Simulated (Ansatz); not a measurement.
Reaction (ligand exchange at the Si–F bond): `CC[SiH](F)F` + HI → `CC[SiH](F)I` + H–F

Program: Ansatz. Geometries: PBE0-D4/def2-TZVP. ΔE: electronic, gas phase. CBS: MP2 limit from def2 TZ/QZ plus the TZ coupled-cluster correction, frozen cores. This one scheme is used for every species. Functionals use def2-TZVPP. B3LYP here is the variant with VWN-RPA as its local correlation; programs differ in this. def2 core potentials past Kr. For I outer-core shells are correlated without core-valence functions, which leaves a few kJ/mol of doubt a bond. Each species was taken in one conformer, which may not be the lowest.

`CC[SiH](F)F`:

Z-matrix (Å, degrees):
```
C
C 1 1.529
H 1 1.092 2 111.3
H 1 1.092 2 111.2 3 120.0
H 1 1.092 2 111.3 3 -119.9
Si 2 1.846 1 114.1 3 60.0
H 2 1.096 1 110.7 3 -61.5
H 2 1.096 1 110.7 3 -178.5
F 6 1.592 2 109.9 1 58.2
F 6 1.592 2 109.9 1 -58.6
H 6 1.478 2 114.9 1 179.8
```

HI:

```xyz
2

I    -0.352    0.659    0.299
H     0.352   -0.659   -0.299
```

`CC[SiH](F)I`:

```xyz
11

C     1.061   -0.154   -0.951
C    -0.407   -0.293   -0.564
Si   -0.852    0.399    1.098
F    -0.501    1.958    1.137
I     0.431   -0.687    2.863
H     1.372    0.893   -0.964
H     1.245   -0.567   -1.945
H     1.708   -0.681   -0.246
H    -0.717   -1.345   -0.569
H    -1.052    0.219   -1.290
H    -2.287    0.258    1.430
```

H–F:

Z-matrix (Å, degrees):
```
F
H 1 0.920
```

| level | ΔE (kJ/mol) | difference from CCSD(T)/CBS |
| --- | --- | --- |
| PBE-D4 | 52.1 | -5.8 |
| B3LYP-D4 | 67.3 | 9.4 |
| ωB97X-V | 67.3 | 9.4 |
| ωB97M-V | 66.5 | 8.6 |
| PBE | 58.4 | 0.5 |
| PBE0 | 58.9 | 1.0 |
| HF/def2-TZVPP | 87.3 | 29.4 |
| SCS-MP2/def2-TZVPP | 67.1 | 9.2 |
| CCSD/def2-TZVPP | 72.3 | 14.4 |
| CCSD(T)/def2-TZVPP | 68.0 | 10.1 |
| HF/def2-QZVPP | 88.9 | 31.0 |
| MP2/def2-QZVPP | 51.5 | -6.4 |
| SCS-MP2/def2-QZVPP | 62.1 | 4.2 |
| HF/CBS(def2) | 89.1 | 31.2 |
| MP2/CBS(def2) | 46.6 | -11.3 |
| CCSD/CBS(def2) | 62.1 | 4.2 |
| CCSD(T)/CBS | 57.9 | 0 |

Largest T1 diagnostic among the species: 0.011.

In def2-TZVPP, CCSD(T) changes the Hartree–Fock value by −19.3 kJ/mol (the triples alone add −4.2 kJ/mol) and MP2 by −30.5 kJ/mol. The D4 term adds −10.5 kJ/mol with B3LYP and −5.8 kJ/mol with PBE0; it sums over pairs of atoms, weighted by their polarisabilities, and B3LYP, whose exchange is more repulsive, gets the larger term.

CCSD(T)/CBS has its own doubt, a few kJ/mol and more with outer-core shells, so smaller differences from it don't rank the levels.
